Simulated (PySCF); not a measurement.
HCl3OTi, charge -1, doublet, at the geometry of the source list (the multiplicity is a formal guess) (in this run its highest filled SCF level lies above zero, so its values depend strongly on the basis, on diffuse functions most of all). Base run: CAMB3LYP/STO-3G run with PySCF.

Geometry (Å):
```xyz
6

Ti     0.2447    -0.1083    -0.0081
Cl     1.8780     1.0766    -0.6762
Cl     0.9244    -0.9153     1.8416
Cl     0.2897    -1.7816    -1.3208
O     -1.2342     0.6613     0.0446
H     -2.1026     1.0672     0.1190
```
Charge -1, spin multiplicity 2.
Orbitals are unrestricted.
All else is at PySCF's defaults.
Base energy -2281.24656 Eh.

Variants of this job, named by their change:

```tsv
change	ΔE vs base (mEh)	SCF cycles	<S^2>	outcome
base	0.000	35	0.751	converged
DIIS = ADIIS	-	50	-	not converged
conv_tol_grad = 1e-7	0.000	39	0.751	converged
conv_tol = 1e-4	0.114	5	0.751	converged
conv_tol = 1e-11	0.000	38	0.751	converged
diis_space = 4	0.000	50	0.751	converged
diis = off; damp = 0.3 (with mf.diis_start_cycle = 200; with mf.max_cycle = 150)	-	150	-	not converged
solver = newton; init_guess = 1e	0.000	-	0.751	converged
solver = newton	0.000	-	0.751	converged
diis_space = 20	0.000	24	0.751	converged
DIIS = EDIIS	-	50	-	not converged
conv_tol = 1e-7	0.001	29	0.751	converged
init_guess = 1e	11.249	25	0.752	another SCF solution
```

A guess, shift, damping, solver or small numerical setting can't move a converged solution much, so rows marked as another SCF solution ended in a different state.

Open shells are given as the SCF converged; they aren't shown to be the lowest states, and a large step between rows can be another state.
